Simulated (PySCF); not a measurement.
SMILES c1ccc(Oc2cccs2)cc1 (GFN2-xTB optimised geometry):

```
20

C     -0.697    -3.541     0.000
C     -1.384    -2.340    -0.012
C     -0.698    -1.138    -0.017
C      0.690    -1.143    -0.002
O      1.452     0.003    -0.040
C      0.950     1.171     0.408
C      1.135     2.388    -0.172
C      0.597     3.443     0.601
C      0.015     3.018     1.747
S      0.117     1.307     1.939
C      1.385    -2.349     0.000
C      0.688    -3.541     0.000
H     -1.240    -4.475     0.004
H     -2.463    -2.332    -0.023
H     -1.239    -0.203    -0.044
H      1.634     2.516    -1.114
H      0.640     4.475     0.302
H     -0.476     3.595     2.504
H      2.463    -2.327     0.000
H      1.230    -4.475     0.004
```

Method: CAM-B3LYP/def2-SVP (PySCF).

Problem. What are the frontier orbital energies and the dipole moment?

Solution. HOMO-2 -8.47 eV, HOMO-1 -8.36 eV, HOMO -7.37 eV, LUMO 0.71 eV, LUMO+1 0.92 eV; dipole moment 0.82 D.

Meta-Löwdin charges at CAM-B3LYP/def2-SVP: C1 -0.12, C2 -0.09, C3 -0.15, C4 0.20, O5 -0.31, C6 0.09, C7 -0.17, C8 -0.12, C9 -0.24, S10 0.22, C11 -0.13, C12 -0.09, H13 0.10, H14 0.11, H15 0.12, H16 0.12, H17 0.11, H18 0.13, H19 0.12, H20 0.11.
